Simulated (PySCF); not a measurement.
C₆H₁₁OPSi.
Numbering: `[CH3:1][Si:2]([CH3:3])([CH3:4])[c:5]1[cH:6][o:7][cH:8][p:9]1`

Geometry (GFN2-xTB, Å), atoms numbered from 1 in this order:
```
atom  x, y, z in Å
C1    -1.5696   -0.9559   -1.2689
Si2   -0.7418    0.1712    0.0257
C3    -1.4267   -0.1904    1.7682
C4    -0.9935    2.0090   -0.4160
C5     1.1178   -0.1590    0.0652
C6     1.8046   -1.0276   -0.7201
O7     3.1222   -1.1019   -0.5242
C8     3.5040   -0.2659    0.4495
P9     2.2589    0.6535    1.1695
H10   -1.1889   -0.7634   -2.2670
H11   -1.4043   -2.0056   -1.0470
H12   -2.6420   -0.7907   -1.2908
H13   -2.4679    0.1037    1.8560
H14   -0.8633    0.3532    2.5210
H15   -1.3609   -1.2471    2.0103
H16   -0.6580    2.2254   -1.4259
H17   -2.0387    2.2942   -0.3482
H18   -0.4310    2.6468    0.2594
H19    1.4161   -1.6723   -1.4884
H20    4.5577   -0.2666    0.6686
```

NICS is the negative of the GIAO shielding at a point without a nucleus: at the ring centre (0) and 1 Å above and below it (1); zz is the component along the ring normal. Level: GIAO PBE0/pcSseg-1 (PySCF, non-relativistic, gas phase) on the GFN2-xTB geometry, one conformer.

Ring bond lengths (Å), with Mayer bond orders in brackets: C5–C6 1.357 (1.65), C6–O7 1.334 (1.08), O7–C8 1.339 (1.08), C8–P9 1.707 (1.57), P9–C5 1.784 (1.15).

**Question.** Give the NICS values of each ring in ppm.

**Answer.** 
| ring | type | NICS(0) | NICS(1), two faces | NICS(1)zz, two faces | rms pucker (Å) | centre to ring atoms, mean (Å) |
| --- | --- | --- | --- | --- | --- | --- |
| C5–C6–O7–C8–P9 | 5-membered ring with O and P; formal bonds all aromatic | -11.9 | -11.5 / -11.5 | -27.2 / -27.1 | 0.00 | 1.27 |

**Question.** What can be read from them?

**Answer.** 
- C5–C6–O7–C8–P9: mean NICS(1)zz -27.1 ppm, shielded.

**Question.** What does the geometric index give? HOMA = 1 − mean of α(R − Ropt)² over the ring bonds, with Krygowski's 1993 parameters (CC: Ropt 1.388 Å, α 257.7 Å⁻²; CO: Ropt 1.265 Å, α 157.38 Å⁻²; CP: Ropt 1.698 Å, α 118.91 Å⁻²).

**Answer.** 
- C5–C6–O7–C8–P9: HOMA 0.45; the largest term is that of P9–C5, α(R − Ropt)² = 0.88.

**Question.** What field does 14.1 T along the ring normal induce along that normal at the first NICS(1) probe listed for ring C5–C6–O7–C8–P9, 1 Å off the ring?

**Answer.** NICSzz × B0 = -27.2 ppm × 14.1 T = -384 μT, against the applied field.

**Question.** List the ring angles and the Hirshfeld charges of the ring atoms.

**Answer.** 
- C5–C6–O7–C8–P9: C5 109.0° (-0.184 e), C6 116.8° (+0.015 e), O7 110.7° (-0.050 e), C8 115.8° (-0.047 e), P9 87.7° (+0.046 e); sum 540.0° against 540° for a flat convex ring.

The run took 51 s of wall time (grids of density and orbitals included) on Arm Neoverse V2, one thread, shared host with 32 logical CPUs at a one-minute load of 20, and the process peaked at 1.0 GiB of memory. This is the whole shielding run at PBE0/pcSseg-1, SCF included.
